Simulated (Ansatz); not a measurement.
Ansatz (a first-principles code) input (B3LYP-D3(BJ)/def2-TZVP):

Ansatz 0.2 input:
```yaml
crystal:
  periodic: [false, false, false]
  atoms:
    - {symbol: Cr, position_ang: [0.20314399, -0.17024826, -0.28149790]}
    - {symbol: O, position_ang: [-1.09456980, -1.00124548, -0.03946615]}
    - {symbol: O, position_ang: [-0.17574021, 1.24407875, -0.81908512]}
    - {symbol: O, position_ang: [0.98891903, -0.02591421, 1.05807591]}
basis:
  gaussian:
    orbitals: def2-TZVP
hamiltonian:
  xc: b3lyp
  dispersion: d3bj
total_charge: 1
magnetization: {spin_polarized: true, initial_magnetization: 1}
relax: {f_tol: 0.002, max_steps: 150}
```

End of the output:

```
939 factors; their error is unknown
mean field: 0.70 GiB planned
mean field -34553.58791561 eV, -1269.8209346356 hartree, gradient 1.9e-5 eV, S^2 0.835442; 0 other end points of the search recorded, 0 dependent functions left out
the calculation of the forces begins
reference -34553.58812086 eV, -1269.8209421783 hartree; 24, 23 occupied and 114, 115 virtual orbitals, 939 factors
relax step  30: F+E_penalty+E_count = -34553.71767034 eV  Δ(F+E_penalty+E_count) = +2.786e-6 eV  max|allowed force component| = 2.206e-2 eV/Å  Δτ_max = 0.0013 Å  (70 SCF iters, rejected (line search))
these checks for a lower state are left out or cut short: starts, cluster_reference, orbital_swaps, neighbouring_geometries, increment
integrals: 0.06 GiB planned
939 factors; their error is unknown
mean field: 0.70 GiB planned
mean field -34553.58792787 eV, -1269.8209350861 hartree, gradient 2.3e-5 eV, S^2 0.835810; 0 other end points of the search recorded, 0 dependent functions left out
the calculation of the forces begins
reference -34553.58813312 eV, -1269.8209426290 hartree; 24, 23 occupied and 114, 115 virtual orbitals, 939 factors
relax step  31: F+E_penalty+E_count = -34553.71768211 eV  Δ(F+E_penalty+E_count) = -8.983e-6 eV  max|allowed force component| = 2.918e-3 eV/Å  Δτ_max = 0.0006 Å  (69 SCF iters, accepted)
these checks for a lower state are left out or cut short: starts, cluster_reference, orbital_swaps, neighbouring_geometries, increment
integrals: 0.06 GiB planned
939 factors; their error is unknown
mean field: 0.70 GiB planned
mean field -34553.58792637 eV, -1269.8209350310 hartree, gradient 2.2e-5 eV, S^2 0.835722; 0 other end points of the search recorded, 0 dependent functions left out
the calculation of the forces begins
reference -34553.58813161 eV, -1269.8209425734 hartree; 24, 23 occupied and 114, 115 virtual orbitals, 939 factors
relax step  32: F+E_penalty+E_count = -34553.71768252 eV  Δ(F+E_penalty+E_count) = -4.125e-7 eV  max|allowed force component| = 3.539e-3 eV/Å  Δτ_max = 0.0006 Å  (68 SCF iters, accepted)
these checks for a lower state are left out or cut short: starts, cluster_reference, orbital_swaps, neighbouring_geometries, increment
integrals: 0.06 GiB planned
939 factors; their error is unknown
mean field: 0.70 GiB planned
mean field evaluation 384: about -34553.5879 eV, gradient 1.0e-2 eV
mean field -34553.58792740 eV, -1269.8209350688 hartree, gradient 6.6e-6 eV, S^2 0.835781; 0 other end points of the search recorded, 0 dependent functions left out
the calculation of the forces begins
reference -34553.58813265 eV, -1269.8209426115 hartree; 24, 23 occupied and 114, 115 virtual orbitals, 939 factors
relax step  33: F+E_penalty+E_count = -34553.71768289 eV  Δ(F+E_penalty+E_count) = -3.610e-7 eV  max|allowed force component| = 4.730e-4 eV/Å  Δτ_max = 0.0002 Å  (68 SCF iters, accepted)
integrals: 0.06 GiB planned
939 factors; their error is unknown
mean field: 0.70 GiB planned
mean field evaluation 416: about -34553.5879 eV, gradient 3.2e-3 eV
mean field evaluation 448: about -34553.2818 eV, gradient 1.9e0 eV
mean field -34553.58792740 eV, -1269.8209350688 hartree, gradient 6.6e-6 eV, S^2 0.835781; 7 other end points of the search recorded, 0 dependent functions left out
the calculation of the forces begins
reference -34553.58813265 eV, -1269.8209426115 hartree; 24, 23 occupied and 114, 115 virtual orbitals, 939 factors
Total energy: -34553.71788813 eV, -1269.8257110377 hartree
Atom 0 at     0.259946    -0.151523    -0.304413 Å, force     0.000183    -0.000127     0.000473 eV/Å
Atom 1 at    -1.148140    -1.027957    -0.025644 Å, force    -0.000023    -0.000086    -0.000003 eV/Å
Atom 2 at    -0.174066     1.246286    -0.809990 Å, force    -0.000067     0.000312    -0.000205 eV/Å
Atom 3 at     0.984013    -0.020135     1.058074 Å, force    -0.000093    -0.000100    -0.000265 eV/Å
Dipole moment:     0.360320    -0.372833    -0.476141 e Å
```

The spin state was set by rule; other spins were not relaxed.
